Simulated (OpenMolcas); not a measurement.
A calculation on Ge I.

```yaml
Program: OpenMolcas
Method: CASSCF
Basis: ANO-RCC-VQZP [7s6p4d2f1g]
Scalar_Hamiltonian: DKH2, point nucleus
Active_space: 4 electrons in 8 orbitals (4s 4p 5s 5p)
State_averaging: 2S+1 = 3 even, 3 roots; 2S+1 = 1 even, 6 roots; 2S+1 = 5 odd, 1 root; 2S+1 = 3 odd, 5 roots
Spin-orbit_coupling: state interaction with AMFI integrals over the reference wave functions, term energies averaged over their components
```

**Question.** Which level of the active space comes out lowest?

**Answer.** 4s² 4p² ³P₀, with 100 % of that term; it is also the measured ground level.

**Question.** How high does 4s² 4p² ³P₂ lie?

**Answer.** 0.1454 eV above the lowest level; measured 0.1748 eV above the ground level, so the calculation is off by -17 %.

**Question.** How high does 4s 4p³ ⁵S°₂ lie?

**Answer.** 4.0420 eV above the lowest level; measured 5.1983 eV above the ground level, so the calculation is off by -22 %.

**Question.** How high does 4s² 4p² ³P₁ lie?

**Answer.** 0.0561 eV above the lowest level; measured 0.0691 eV above the ground level, so the calculation is off by -19 %.

Measured values: NIST Handbook of Basic Atomic Spectroscopic Data.

Without dynamic correlation excited terms often stand tens of per cent too high (terms of higher spin than the ground term too low), and those without a measured partner can miss by more than the paired ones. Active for correlation alone: 5p 5s; no level in the range computed is led by a configuration that fills them, so any true level of that kind is missing. Terms of s pⁿ other than that of highest spin mix with s² pⁿ⁻² d, which this space lacks; all of them can be thousands of cm-1 off, and some have no real level of that name. Measured partners are found by configuration, term and J. A level has none where our copy of the source lacks it or the pairing is in doubt (some pairs that miss far off the trend of their configuration count as doubtful), and it then counts in no deviation. Levels of configurations outside the active space are missing.

° marks odd parity.
